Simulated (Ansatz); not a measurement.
CH$_{8}$OSi$_{2}$ (`CO[SiH2][SiH3]`), relaxed with RKS PBE0-D4/def2-TZVP in the Gaussian-basis code of Ansatz from a PBE-D4/def2-SVP geometry. The force threshold is 0.005 eV/Å; the program also tests the step.

Charge 0, multiplicity 1.

Start:

```xyz
12

C    -2.247    0.186    0.478
O    -0.948    0.468   -0.005
Si    0.345   -0.591    0.223
Si    2.203    0.427   -0.790
H    -2.916    1.028    0.205
H    -2.270    0.076    1.588
H    -2.670   -0.746    0.033
H     0.590   -0.831    1.697
H     0.053   -1.939   -0.399
H     3.404   -0.468   -0.623
H     2.497    1.755   -0.146
H     1.959    0.636   -2.260
```

```tsv
step	energy (eV)	largest force (eV/Å)	largest move (Å)
1	-18961.7627	0.685	0.000
2	-18961.8109	0.452	0.034
3	-18961.8200	0.063	0.017
4	-18961.8202	0.067	0.010
5	-18961.8204	0.008	0.006
6	-18961.8205	0.004	0.004
```

End:

```xyz
12

C    -2.233    0.173    0.480
O    -0.941    0.461   -0.003
Si    0.328   -0.567    0.216
Si    2.192    0.424   -0.786
H    -2.891    1.001    0.212
H    -2.238    0.065    1.571
H    -2.631   -0.747    0.036
H     0.560   -0.808    1.672
H     0.031   -1.899   -0.393
H     3.371   -0.469   -0.614
H     2.493    1.736   -0.153
H     1.959    0.631   -2.240
```

Run time 22 s (4 threads of a server CPU on a shared host); peak host memory 0.47 GiB.
